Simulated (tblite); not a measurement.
Run record: tight-binding relaxation, `C=[CH][Ge@@H]([F])[C](Cl)(Cl)CCl`.

Computed with GFN2-xTB geometry optimisation, gas phase (tblite 0.8.0). Start geometry: from a force field or distance geometry. The command runs a driver script over a list of jobs; the input below is this job's line of settings and its coordinates in Å.

Command:
```bash
OMP_NUM_THREADS=1 python probes_run.py task.json out
```

Input:
```
{"job": {"kind": "relax", "xc": "GFN2-xTB", "basis": "xTB"}, "charge": 0, "multiplicity": 1}
C      3.052900    -0.273600    -0.081600
C      1.826900    -0.604500     0.347400
Ge     0.346000    -0.106500    -0.706600
F      0.313700    -1.180700    -2.120800
C     -1.353800    -0.171800     0.208000
Cl    -1.277900     0.358400     1.881600
Cl    -2.083700    -1.789800     0.053800
C     -2.270100     0.781000    -0.575600
Cl    -3.872800     0.798000     0.169200
H      3.954700    -0.501900     0.437900
H      3.112100     0.272900    -1.023000
H      1.711500    -1.146100     1.273900
H      0.620200     1.350300    -1.186400
H     -2.285900     0.426100    -1.639400
H     -1.798400     1.796200    -0.565900
```

Output:
```
step      E/eV     max force
  0    -868.38159    1.927
  1    -868.49468    1.308
  2    -868.54791    0.574
  3    -868.57627    0.549
  4    -868.64082    0.521
  5    -868.68531    0.583
  6    -868.71479    0.464
  7    -868.73265    0.283
  8    -868.74277    0.286
  9    -868.75008    0.235
... (102 lines left out)
112    -868.92403    0.021
113    -868.92411    0.020
114    -868.92420    0.022
115    -868.92428    0.020
116    -868.92432    0.012
117    -868.92435    0.012
118    -868.92437    0.015
119    -868.92439    0.014
120    -868.92442    0.011
121    -868.92444    0.009
```

«max force» is the largest atomic force in eV/Å.

Q: From which step on does the largest force stay under 0.1 eV/Å, and how much energy is left to gain from there?

A: From step 93 (0.096 eV/Å), 8.4 meV above the end.

Summary of the converged run: energy lowered by 12.5 kcal/mol over 121 steps; largest atomic force 0.009 eV/Å at the end.

Q: How long does this job take on one thread of an Arm Neoverse N1 (shared host)?

A: About 2.4 s.
Labels such as C1 count atoms from 1, the log's own numbers from 0.
